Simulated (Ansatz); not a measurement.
Isolated molecules relaxed with PBE0-D4/def2-TZVP in Ansatz; ΔE leaves out vibrations. CBS: MP2 limit from def2 TZ/QZ plus the TZ coupled-cluster correction, frozen cores. Functionals use def2-TZVPP. B3LYP here is the variant with VWN-RPA as its local correlation; programs differ in this. HSE06 is defined as in plane-wave codes. For Ga, Ge outer-core shells are correlated without core-valence functions, which leaves a few kJ/mol of doubt a bond. Scalar relativity is left out up to krypton. One conformer a species, not always the lowest.

Reaction (redistribution): `[CH3][GeH2][GeH3]` + `[BH2][GaH][SiH2]C` → `[BH2][GaH][GeH2][CH3]` + `C[SiH2][GeH3]`

`[CH3][GeH2][GeH3]`:

```xyz
11

C     1.755    0.358    0.217
Ge   -0.125    0.485    0.749
Ge   -1.544   -0.722   -0.801
H     1.895    0.782   -0.778
H     2.072   -0.686    0.200
H     2.383    0.903    0.922
H    -0.558    1.964    0.789
H    -0.309   -0.095    2.165
H    -1.145   -2.208   -0.848
H    -1.400   -0.147   -2.222
H    -3.024   -0.634   -0.394
```

`[BH2][GaH][SiH2]C`:

Cartesian coordinates in Å:
```
B 2.068 -2.285 0.485
Ga 1.350 -0.396 0.089
Si -1.001 0.180 0.235
C -1.459 1.778 -0.645
H 2.369 -2.635 1.591
H 2.174 -3.116 -0.373
H 2.327 0.782 -0.307
H -1.848 -0.935 -0.285
H -1.330 0.303 1.689
H -2.518 2.008 -0.509
H -0.873 2.613 -0.254
H -1.261 1.702 -1.716
```

`[BH2][GaH][GeH2][CH3]`:

```xyz
12

B     1.878    2.483   -0.513
Ga    0.146    1.370   -0.484
Ge    0.091   -0.884    0.501
C    -1.589   -1.853    0.195
H     2.189    3.199    0.396
H     2.661    2.414   -1.419
H    -1.222    1.894   -1.071
H     1.262   -1.740   -0.036
H     0.323   -0.771    2.027
H    -1.555   -2.833    0.673
H    -1.756   -1.990   -0.874
H    -2.427   -1.289    0.606
```

`C[SiH2][GeH3]`:

Z-matrix (Å, degrees):
```
C
Si 1 1.875
H 1 1.092 2 110.8
H 1 1.092 2 110.6 3 120.0
H 1 1.092 2 110.8 3 -120.0
Ge 2 2.380 1 111.3 3 59.9
H 2 1.490 1 110.3 3 -179.4
H 2 1.490 1 110.3 3 -60.7
H 6 1.540 2 110.8 1 -59.8
H 6 1.540 2 110.8 1 59.6
H 6 1.539 2 111.6 1 179.9
```

| level | ΔE (kcal/mol) | difference from CCSD(T)/CBS |
| --- | --- | --- |
| BLYP-D4 | -1.8 | 0.1 |
| B97M-V | -1.4 | 0.5 |
| HSE06-D4 | -1.6 | 0.3 |
| B2PLYP | -1.8 | 0.1 |
| PBE | -1.6 | 0.3 |
| revPBE | -1.5 | 0.4 |
| B3LYP | -1.8 | 0.1 |
| r2SCAN0 | -1.8 | 0.1 |
| BHLYP | -1.8 | 0.1 |
| RPA@PBE/def2-TZVPP | -1.6 | 0.3 |
| HF/def2-SVP | -1.4 | 0.5 |
| MP2/def2-SVP | -1.6 | 0.3 |
| HF/def2-TZVPP | -1.8 | 0.1 |
| SCS-MP2/def2-TZVPP | -1.8 | 0.1 |
| HF/def2-QZVPP | -1.8 | 0.1 |
| MP2/CBS(def2) | -2.1 | -0.2 |
| CCSD(T)/CBS | -1.9 | 0 |

Largest T1 diagnostic among the species: 0.013.

Leaving LDA and LC-ωPBE aside and taking each functional with its dispersion term where it has one, the values, not all of them listed here, spread over 0.5 kcal/mol, from BHLYP-D4 to B97M-V.
